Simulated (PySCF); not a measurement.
**Structure from 2D NMR**

Compound of formula C₅H₁₀ClNSi₂. Correlations simulated from computed shifts and the bond graph:

HSQC (one-bond C–H):
```
  δH    δC
4.51  59.9
2.90  39.9
2.55  37.3
2.20  39.9
1.73  18.6
```

COSY cross peaks (H two or three bonds apart, from the bond graph; peaks can be absent where the dihedral angle is near 90°):
```
  δH    δH
4.51  2.90
4.51  2.55
4.51  2.20
4.10  3.87
4.10  3.54
4.10  1.73
3.87  3.54
3.87  1.73
2.90  2.20
2.90  1.73
2.55  1.73
2.20  1.73
```

HMBC (two and three bonds, from the bond graph):
```
  δH                       δC
4.51  125.5, 39.9, 37.3, 18.6
4.10         39.9, 37.3, 18.6
3.87         39.9, 37.3, 18.6
3.54                     18.6
2.90         59.9, 37.3, 18.6
2.55  125.5, 59.9, 39.9, 18.6
2.20         59.9, 37.3, 18.6
1.73  125.5, 59.9, 39.9, 37.3
```

Carbons without hydrogens: δ 125.5.

[PySCF: GFN2-xTB structure; NMR shieldings at PBE0/pcSseg-1/GIAO; in vacuum; one conformer; relativity neglected; averaged over atoms made equivalent by symmetry, fast rotation or ring inversion]

References, each an isolated molecule treated in the same way: 1H, 13C vs TMS.

Exchangeable hydrogens are left out of these lists.

Q: Assemble the structure.

A: SMILES N#C[C@@H]1[C@@H](Cl)C[C@H]1[SiH2][SiH3].

Atom-mapped SMILES (the numbers label the heavy atoms): `[N:1]#[C:2][C@@H:3]1[C@@H:4]([Cl:5])[CH2:6][C@H:7]1[SiH2:8][SiH3:9]`; H(Xn) means a hydrogen on atom n. Ha(C6) is cis to C2 on the ring; Ha(Si8) is pro-R; Hb(Si8) is pro-S; Hb(C6) is trans to C2 on the ring.

δC 125.5 is C2, a nitrile carbon. δC 59.9 is C4, an sp3 CH bonded to Cl (δH 4.51). δC 39.9 is C6, an sp3 CH2 in a ring (δH 2.90, 2.20). δC 37.3 is C3, an sp3 CH α to a nitrile (δH 2.55). δC 18.6 is C7, an sp3 CH bonded to Si (δH 1.73). HMBC from δH 4.51 reaches the proton-free carbon C2. HMBC from δH 2.55 reaches the proton-free carbon C2. HMBC from δH 1.73 reaches the proton-free carbon C2. COSY links 4.51–2.90, 4.51–2.55, 4.51–2.20, 4.10–3.87, 4.10–3.54, 4.10–1.73.

The shifts were computed for this structure.

Carbons that carry Cl, above all several Cl atoms, come out too deshielded, partly because spin–orbit coupling is missing. Shifts are as computed. Against solution values, carbons near 30 ppm lie about +3 ppm off and those near 130 ppm about +5 ppm; carbons on Cl a further +6 ppm. Of 1309 compounds with measured shifts, 239 miss one by over three times the rms of a fit or turn the order of signals round; such compounds aren't used in these exercises.
